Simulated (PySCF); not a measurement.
CsI, SMILES [I][Cs] (connectivity only; charge and spin as stated), charge -1, multiplicity 2.

Geometry optimised at PBE-D3(BJ)/def2-TZVPD. The spin state was assumed, not searched. The def2 effective core potentials stand for the cores of Cs, I; spin–orbit coupling is left out.

These are PBE-D3(BJ)/def2-TZVPD in PySCF values and carry that method's errors.

Frequencies are harmonic and unscaled.

Computed normal modes with their intensities:
| mode | ν (cm⁻¹) | IR (km/mol) | moving atoms (share of kinetic energy) |
|---|---|---|---|
| 1 | 81 | 14.8 | I 51 %, Cs 49 % |
